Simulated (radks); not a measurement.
Values are calculated unless marked as measured or tabulated.
Valence configurations of I II (all share [Kr]). Code: a radial shooting solver on a logarithmic mesh with Libxc functionals. Model: Dirac Kohn-Sham, PBE, spin-unpolarised, spherical densities, finite nucleus; open shells fill j = l - 1/2 first; Fermi nuclear charge, rms radius 4.75 fm. Energies are relative to 4d10 5s2 5p4; eigenvalues in eV.

valence           E (eV)  e(4d3/2)  e(4d5/2)  e(5p1/2)  e(5p3/2)  e(5s1/2)
4d10 5s2 5p4       0.000   -60.584   -58.869   -16.032   -14.896   -26.104
4d10 5s1 5p5      11.299   -62.011   -60.290   -16.697   -15.524   -26.913
4d10 5s1.5 5p4.5   5.627   -61.303   -59.585   -16.369   -15.213   -26.513
4d9 5s2 5p5       46.654   -67.458   -65.672   -17.621   -16.333   -28.324
4d9.5 5s2 5p4.5   22.656   -64.025   -62.274   -16.833   -15.621   -27.225
4d8 5s2 5p6       98.686   -74.306   -72.449   -19.162   -17.724   -30.461

NIST lists [Kr] 4d10 5s2 5p4 as the ground configuration; this level of theory agrees among the configurations tried. The energies are those of spherical spin-averaged densities, not of single terms.
